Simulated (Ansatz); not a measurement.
**Reading a saddle point**

A first-order saddle point of CH6SZn, closed shell, PBE0-D4/def2-TZVP, with one imaginary mode of 1060i cm⁻¹:

Zn1  (0.068, -0.212, 0.345)
H2  (0.594, -0.270, 1.982)
C3  (0.081, -1.018, -1.423)
H4  (-0.031, 0.634, 1.979)
S5  (-1.005, 1.818, 1.365)
H6  (-0.888, -1.483, -1.617)
H7  (0.246, -0.247, -2.178)
H8  (0.859, -1.777, -1.513)
H9  (0.076, 2.556, 1.060)
(Å)

Ansatz 0.2.0; basis: def2-TZVPP and def2-QZVPP; cores frozen in the correlated methods. The 3s and 3p shells of Cu and Zn are frozen; filled d shells are correlated. Extrapolation: Hartree–Fock as exp(−7.88 √X), correlation as X^−2.97.

(1) Which contacts change along the imaginary mode, and what lies on either side? (Judge from chemistry; the calculation decides.)

(2) Which side is lower, and how far does the saddle lie above each? (Judge from chemistry; the value comes from the calculation.)

T1 diagnostic: at most 0.014.

Results:

(1) The calculation gives: The step is CH₄Zn ([CH3][ZnH]) + H₂S → CH₄SZn ([CH3][Zn][SH]) + H₂, with the molecules in contact on both sides. Shortening one way: Zn1–S5, H2–H4; lengthening the same way: Zn1–H2, H4–S5.
```csv
pair,one side (Å),saddle (Å),other side (Å)
Zn1–S5,2.91,2.51,2.18
H2–H4,3.30,1.10,0.75
Zn1–H2,1.55,1.72,3.57
H4–S5,1.34,1.65,3.35
```

(2) The calculation gives: The side with Zn1–S5, H2–H4 short is lower by 17.79 kcal/mol; the saddle lies 36.92 kcal/mol above it and 19.14 kcal/mol above the other (CCSD(T) at an estimated basis limit (MP2 extrapolated from triple and quadruple zeta, plus CCSD(T) − MP2 in triple zeta); electronic energies).

Exchanges of this kind with a chalcogen hydride build sulfide and selenide films.

Labels in which every atom is bracketed show which atoms are joined, not bond orders.

For scale, one of the runs: CCSD(T)/def2-TZVPP, 221 basis functions, launched by `ansatz run in.yaml --threads 4 --pin off --events-out ev --progress --plain --max-ram 9574MiB`. Time: 80 s of wall clock on 4 CPU threads of an Intel Xeon; the host was shared. Peak host memory: 3.2 GiB.
